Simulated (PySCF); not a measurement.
AlClH2Se, SMILES [Cl][AlH][SeH]. Geometry: PBE0-D3(BJ)/def2-TZVP. One conformer was computed; it need not be the lowest.

TDA-PBE0/def2-SVPD run with PySCF puts the lowest singlet excitations at 5.40, 5.56, 5.83, 5.93, 6.91, 7.07 eV.

What are the lowest excitation roots from ADC(2)/aug-cc-pVDZ run with PySCF? (Estimate from the structure and the level; the computed values follow.)

5.70, 5.88, 5.98, 6.31, 7.43, 7.51 eV. S1 differs by 0.30 eV (second minus first; roots are paired by order, and the bases may differ).
